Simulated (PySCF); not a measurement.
# Bond curve of BSb

Set-up: basis B x2c-SVPall, Sb x2c-SVPall; spin-free X2C with a Gaussian nucleus; PySCF 2.14. Energies in eV from B + Sb in their ground configurations at the same level. All curves are PBE0. state 1: ³Π (triplet), unpaired electrons σ ↑, π ↑; state 2: Ms = 0 determinant of mixed spin (⟨S²⟩ near 1.1), unpaired electrons σ ↓, π ↑, a second solution, started from another occupation; state 3: ³Σ⁻ (triplet), unpaired electrons π ↑↑, a second solution, started from another occupation; state 4: ¹Σ⁺ (singlet), closed shell, a second solution, started from another occupation.

| R (Å) | state 1 | state 2 | state 3 | state 4 |
| --- | --- | --- | --- | --- |
| 1.768 | -1.403 | -1.234 | 0.702 | -1.177 |
| 1.850 | -2.048 | -1.890 | -0.291 | -1.564 |
| 1.933 | -2.403 | -2.255 | -0.976 | -1.700 |
| 1.994 | -2.526 | -2.387 | -1.337 | -1.684 |
| 2.056 | -2.558 | -2.427 | -1.595 | -1.594 |
| 2.118 | -2.520 | -2.396 | -1.771 | -1.449 |
| 2.200 | -2.391 | -2.278 | -1.906 | -1.200 |
| 2.303 | -2.150 | -2.048 | -1.955 | -0.836 |
| 2.426 | -1.801 | -1.716 | -1.897 | -0.373 |
| 2.591 | -1.351 | -1.254 | -1.699 | 0.224 |

Put a parabola through the three lowest points of the state 1 curve and estimate Re, k and ωe (reduced mass 10.09 u; 1 eV/Å² = 0.16022 mdyn/Å; ωe = 1302.8·√(k/μ) cm⁻¹).

Through R = 1.994, 2.056, 2.118 Å the second-order coefficient is 9.11 eV/Å², so Re ≈ 2.053 Å, k ≈ 2.92 mdyn/Å and ωe ≈ 701 cm⁻¹. A polynomial fit of higher order to the unrounded PBE0 energies gives Re = 2.050 Å, k = 3.00 mdyn/Å, ωe = 711 cm⁻¹; anharmonicity and rounding make the difference.

The higher-order fit for each curve: state 1: Re = 2.050 Å, ωe = 711 cm⁻¹, De = 2.56 eV; state 2: Re = 2.057 Å, ωe = 700 cm⁻¹, minimum 2.43 eV below the ground-state fragments; state 3: Re = 2.300 Å, ωe = 483 cm⁻¹, minimum 1.96 eV below the ground-state fragments; state 4: Re = 1.951 Å, ωe = 799 cm⁻¹, minimum 1.70 eV below the ground-state fragments.

⟨S²⟩ of the unrestricted solution departs from its pure value on part of the curve, where spin states mix. These are scalar-relativistic numbers at best; spin–orbit coupling would shift them, the dissociation energy most. The state was picked by a PBE0 search and need not be the measured ground state.
